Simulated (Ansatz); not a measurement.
`C=C(N)C#N` + HBr → `C=C(N)Br` + `C#N`  (substitution at a C–C bond)

Program: Ansatz. Geometries: PBE0-D4/def2-TZVP. ΔE: electronic, gas phase. CCSD(T)/CBS is the MP2 limit (def2-TZVPP, def2-QZVPP) plus CCSD(T) − MP2 in def2-TZVPP, frozen cores. This one scheme is used for every species. DFT in def2-TZVPP. B3LYP here is the variant with VWN-RPA as its local correlation; programs differ in this. HSE06 is defined as in plane-wave codes. For Br outer-core shells are correlated without core-valence functions, which leaves a few kJ/mol of doubt a bond. Scalar relativity is left out up to krypton. Each species was taken in one conformer, which may not be the lowest.

`C=C(N)C#N`:

```xyz
9

C     0.811   -0.755   -0.715
C    -0.001   -0.043    0.075
N    -0.058    1.336    0.168
C    -0.876   -0.731    0.981
N    -1.599   -1.261    1.702
H     0.825   -1.832   -0.652
H     1.478   -0.269   -1.416
H    -0.944    1.720    0.454
H     0.363    1.835   -0.599
```

HBr:

Cartesian coordinates in Å:
```
Br -0.235 -0.577 -0.340
H 0.235 0.577 0.340
```

`C=C(N)Br`:

Cartesian coordinates in Å:
```
C 0.220 0.580 -1.050
C 0.057 -0.324 -0.091
N -0.057 -0.105 1.262
Br 0.066 -2.174 -0.512
H 0.398 0.291 -2.074
H 0.193 1.636 -0.807
H -0.637 -0.760 1.760
H -0.239 0.856 1.511
```

`C#N`:

```xyz
3

C     0.014    0.022   -0.001
N    -0.604   -0.943    0.018
H     0.590    0.921   -0.017
```

Problem. Is it downhill or uphill in electronic energy at CCSD(T)/CBS, and by how much? (Best estimate.)

Solution. The calculation gave: Uphill: ΔE = +10.1 kcal/mol.

Problem. What do these levels give: PBE0-D4, HSE06-D4, BHLYP-D4, r2SCAN, B3LYP, r2SCANh, BHLYP, LC-ωPBE, HF/def2-SVP, SCS-MP2/def2-TZVPP, SCS-MP2/def2-QZVPP, HF/CBS(def2)? (An estimate is asked.)

Solution. Ansatz gave: PBE0-D4 12.1, HSE06-D4 12.1, BHLYP-D4 11.9, r2SCAN 11.9, B3LYP 12.2, r2SCANh 12.0, BHLYP 12.5, LC-ωPBE 11.7, HF/def2-SVP 15.1, SCS-MP2/def2-TZVPP 9.9, SCS-MP2/def2-QZVPP 9.8, HF/CBS(def2) 12.5 kcal/mol.

Problem. What do rigid-rotor, harmonic-oscillator terms from PBE0-D4/def2-TZVP frequencies (298.15 K, 1 bar) make of the CCSD(T)/CBS value? (Estimate.)

Solution. Ansatz gave: ΔZPE = +1.0 kcal/mol, ΔH = +10.9 kcal/mol, ΔS = 5 J/(mol·K), ΔG = +10.6 kcal/mol.

Largest T1 diagnostic among the species: 0.014.

In def2-TZVPP, CCSD(T) changes the Hartree–Fock value by −2.0 kcal/mol (the triples alone add −0.2 kcal/mol) and MP2 by −2.6 kcal/mol. At CCSD(T), def2-SVP lies +4.3 kcal/mol from the extrapolated value and def2-TZVPP +0.3 kcal/mol.
